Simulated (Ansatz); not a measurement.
The first iterations of a band of F₄H₃NTi (9 atoms, charge 0, multiplicity 1).

These are results of Ansatz 0.2.0, RKS PBE0-D4/def2-SVP, not measurements.

```
movable images  : 9
climbing image  : yes
spring          : 5.0 eV/Å²
optimiser       : quadratic models (default)
start path      : through a guess of the saddle point
force threshold : 0.05 eV/Å
iteration limit : 60
end points      : relaxed
```

Image 0:

```xyz
9
Properties=species:S:1:pos:R:3
Ti -0.051 0.020 0.100
F 0.416 -0.204 1.772
F 1.532 0.054 -0.625
F -0.605 1.610 -0.379
F -0.711 -1.363 -0.748
N -2.154 -0.024 1.059
H -2.708 -0.790 0.677
H -2.650 0.848 0.879
H -2.088 -0.151 2.068
```

Image 10:

```xyz
9
Properties=species:S:1:pos:R:3
Ti -0.170 0.426 0.056
F 0.003 1.179 1.627
F 0.270 -1.262 -0.088
F 1.210 1.133 -0.735
F -1.428 1.031 -1.000
N -2.009 -0.516 1.111
H -2.025 -1.527 0.983
H -2.878 -0.138 0.735
H -1.992 -0.326 2.113
```

| iteration | highest image above the first end (eV) | largest band force component (eV/Å) |
| --- | --- | --- |
| 1 | 15.792 | 40.256 |
| 2 | 3.126 | 12.509 |
| 3 | 1.597 | 5.912 |
| 4 | 1.191 | 2.137 |
| 5 | 0.891 | 2.604 |
| 6 | 0.652 | 1.721 |

Task: Does the band converge within its limit, and where does its top end?

Result: It converged. It ended after 18 iterations with the highest image 0.310 eV above the first end. Beside the main top the profile has a ripple of under 15 meV (maxima at images 1, 5), which may be a very shallow well or noise. A vibrational analysis at the climbing image gives one clearly imaginary mode, 56i cm⁻¹, and a faint second one (33i cm⁻¹) that may be numerical noise or a soft torsion: probably a first-order saddle point.

The run took 6.2 min on 4 threads of Arm Neoverse V1, with other jobs on the host, peak memory 0.35 GiB.
